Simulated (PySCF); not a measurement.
Structure problem from calculated spectra and properties.

Elements present: C, H, O and Si. Monoisotopic mass: 118.0270 u.

- Dipole: 0.55 D [B3LYP/def2-SVPD]
- 13C NMR: chemical shifts (computed TMS as zero) by class: 146.6 (1 C), 90.8 (1 C), -7.5 (1 C) ppm [GIAO KT3/pcSseg-2]
- 1H NMR: chemical shifts (computed TMS as zero) by class: 6.64 (1 H), 4.92 (2 H), 4.47 (1 H), 4.12 (1 H), 3.89 (3 H), 0.46 (2 H) ppm [GIAO KT3/pcSseg-2]
- Triplet: lowest triplet excitation (Tamm–Dancoff): 4.24 eV [TDA B3LYP/def2-SVPD]
- Rotational structure: rotational constants A, B, C: 11.986, 0.740, 0.712 GHz [PBE0-D3(BJ)/def2-SVP]
- Valence photoelectron: vertical ionisation energy: 8.92 eV [ΔSCF B3LYP/def2-SVPD]

The electronic properties come from PySCF, for the isolated species, density fitting. Levels stand in brackets. One conformer (not necessarily the lowest) at the PBE0-D3(BJ)/def2-SVP geometry, without solvent, vibrations or thermal averaging. Each NMR value is the plain mean over a class of atoms that symmetry, rotation or inversion makes alike.

Question: Which formula fits the mass and the elements?

Answer: C3H10OSi2 (calculated 118.0270). No other formula that holds each of these elements comes within 0.0003 u with a fitting electron parity and a possible valence count.

Question: Give a SMILES that accounts for the data.

Answer: Numbering: `[CH2:1]=[CH:2][O:3][SiH2:4][CH2:5][SiH3:6]`. Its formula, C3H10OSi2, gives 1 degree of unsaturation: 0 rings and 1 π bond in the structure found. 3 carbons fall into 3 classes; from least to most shielded: vinylic carbon bearing oxygen [C2] (146.6 ppm), terminal =CH2 carbon [C1] (90.8 ppm), sp3 carbon bound to silicon [C5] (-7.5 ppm). Hydrogen classes from least to most shielded: 1 H on a vinylic carbon bearing oxygen, C2 (6.64 ppm), 2 H on an oxygen-bound silicon, Si4 (4.92 ppm), 1 H on a terminal =CH2 carbon, C1 (4.47 ppm), 1 H on a terminal =CH2 carbon, C1 (4.12 ppm), 3 H on an SiH3 silicon, Si6 (3.89 ppm), 2 H on an sp3 carbon bound to silicon, C5 (0.46 ppm). The first electron is taken from the HOMO, whose largest Löwdin shares are 0.37 on the terminal =CH2 carbon, 0.26 on the vinylic carbon bearing oxygen and 0.23 on the silyl ether oxygen. By its constants the optimised geometry is an asymmetric top. Structure: `C=CO[SiH2]C[SiH3]`. Computed isomers that give other values at the same levels: `CO[SiH]1C[SiH2]C1` (rotational constant A: 3.681 GHz; this holds for the one conformer computed); `C=C[Si@@H](C)O[SiH3]` (rotational constant A: 2.730 GHz; this holds for the one conformer computed). The assignments are read from this structure; whether some other isomer fits the data as well wasn't checked.

The values belong to the conformer `[CH2:1]=[CH:2][O:3][SiH2:4][CH2:5][SiH3:6]`: C1–C2–O3–Si4 -179°, C2–O3–Si4–C5 180°, O3–Si4–C5–Si6 180°.
